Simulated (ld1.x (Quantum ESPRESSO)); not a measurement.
## How hard is this magnesium TM potential?

* Element: magnesium
* Generator: ld1.x (Quantum ESPRESSO) 7.5
* Type: norm-conserving Troullier–Martins (Kleinman–Bylander form)
* Functional: revPBE
* Relativity: non-relativistic
* Frozen core: [He]
* Valence charge: 10
* Reference configuration: 2s2 2p6 3s1 3p0 (charge +1)
* Partial waves: 2s (bound): rc 0.80 bohr; 2p (bound): rc 1.20 bohr
* Local potential: the p channel
* Core correction: Bessel-smoothed model core inside 0.35 bohr

Occupied shells without a wave of their own: 3s. They enter only through the test configuration that unscreens the potential, and ld1.x also counts them in the model core charge.

The pseudo-atom Hamiltonian at the reference potential is diagonalised in spherical Bessel functions j_l(qr) that vanish at 20 bohr, with q² up to the cutoff. All-electron valence levels (Ry): 2s -6.5195, 3s -0.8288, 2p -4.0916, 3p -0.5159.

Q: How do the lowest levels (Ry) of each channel move with the cutoff, and are there ghosts?

A:

```
cutoff (Ry)     s #1     s #2     p #1     p #2     p #3     d #1     d #2     f #1    f #2  Σ f·Δε (mRy)
          8  -5.0587  -0.7021  -0.9621  -0.2671  -0.0905  -0.2104  -0.0689  -0.0608  0.0361       21803.4
         15  -6.0338  -0.7774  -1.3183  -0.3248  -0.1105  -0.2111  -0.0693  -0.0608  0.0361       17640.9
         21  -6.3549  -0.8006  -1.6259  -0.3632  -0.1227  -0.2113  -0.0694  -0.0608  0.0361       15130.1
         35  -6.4443  -0.8063  -2.6629  -0.4435  -0.1461  -0.2114  -0.0695  -0.0608  0.0361        8723.4
         50  -6.4501  -0.8064  -3.4416  -0.4790  -0.1559  -0.2116  -0.0696  -0.0608  0.0361        4039.3
         60  -6.4623  -0.8064  -3.7395  -0.4902  -0.1590  -0.2117  -0.0696  -0.0608  0.0361        2227.6
         90  -6.5023  -0.8068  -4.0624  -0.5024  -0.1623  -0.2119  -0.0697  -0.0608  0.0361         209.9
        120  -6.5153  -0.8071  -4.0904  -0.5039  -0.1628  -0.2119  -0.0697  -0.0608  0.0361          15.2
        180  -6.5169  -0.8072  -4.0911  -0.5039  -0.1628  -0.2119  -0.0697  -0.0608  0.0361           8.0
        230  -6.5186  -0.8073  -4.0915  -0.5039  -0.1628  -0.2119  -0.0697  -0.0608  0.0361           2.3
        350  -6.5194  -0.8073  -4.0916  -0.5039  -0.1628  -0.2119  -0.0697  -0.0608  0.0361           0.1
        400  -6.5194  -0.8073  -4.0916  -0.5039  -0.1628  -0.2119  -0.0697  -0.0608  0.0361           0.0
```

Result: no extra level below or beside the all-electron valence levels (s, p, d, f tested); 10 mRy is reached at 180 Ry and 1 mRy at 260 Ry.

The potential misses its own reference levels by up to 0.3 eV. ld1.x takes every shell without a wave as core, so the model core holds the 3s electrons as well and exchange and correlation see them twice. This cancels in the reference configuration, but the file is broken for other ones, and its errors say nothing about a proper core correction. Its largest configuration-test error is -976 meV.
